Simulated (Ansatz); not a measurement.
Job for Ansatz (a quantum-chemistry and plane-wave program): R-PBE0/def2-TZVPPD on ClH3Si (SMILES [SiH3]Cl) with ghost functions, monomers drawn apart or pushed together. Files ending in .json are basis or fitting sets from the Basis Set Exchange.

Ansatz 0.2 input:
```yaml
crystal:
  periodic: [false, false, false]
  atoms:
    - {symbol: Si, position_ang: [-0.21987766, -0.86943397, 4.28940209]}
    - {symbol: Cl, position_ang: [0.22159186, 1.13665453, 4.52275637]}
    - {symbol: H, position_ang: [0.91200304, -1.52278943, 3.60573110]}
    - {symbol: H, position_ang: [-1.45076441, -0.98927588, 3.48578069]}
    - {symbol: H, position_ang: [-0.42017068, -1.45535321, 5.62934221]}
basis:
  gaussian:
    orbitals: def2-TZVPPD.json
    ghost_atoms:
      - {symbol: C, position_ang: [0.19900332, 0.13941699, 0.07197742]}
      - {symbol: H, position_ang: [0.34348482, 0.56293121, -0.92090744]}
      - {symbol: H, position_ang: [0.34083633, 0.91552429, 0.82239711]}
      - {symbol: H, position_ang: [-0.81051269, -0.26232780, 0.14999723]}
      - {symbol: H, position_ang: [0.92211117, -0.65928477, 0.23290106]}
hamiltonian:
  xc: {name: PBE0}
scf: {lower_state_search: off}
```

It printed:

```
Functional definition: PBE0
[...]
these checks for a lower state are left out or cut short: stability, starts, cluster_reference, orbital_swaps, neighbouring_geometries, increment
integrals: 0.17 GiB planned
1197 factors; their error is unknown
mean field: 1.36 GiB planned
mean field evaluation 1: about -20443.0147 eV, gradient 1.1e1 eV
mean field evaluation 2: about -20443.2338 eV, gradient 6.9e0 eV
mean field evaluation 4: about -20443.3176 eV, gradient 1.9e-1 eV
mean field evaluation 8: about -20443.3689 eV, gradient 2.4e-2 eV
mean field -20443.36887154 eV, -751.2799490161 hartree, gradient 2.1e-6 eV, S^2 0.000000; 0 other end points of the search recorded, 0 dependent functions left out
reference -20443.36891213 eV, -751.2799505075 hartree; 17, 17 occupied and 238, 238 virtual orbitals, 1197 factors
Total energy: -20443.36891213 eV, -751.2799505075 hartree
Checks for a lower state left out: stability, starts, cluster_reference, orbital_swaps, neighbouring_geometries, increment
```

The run converged.

Cost: very roughly 3 core-seconds.
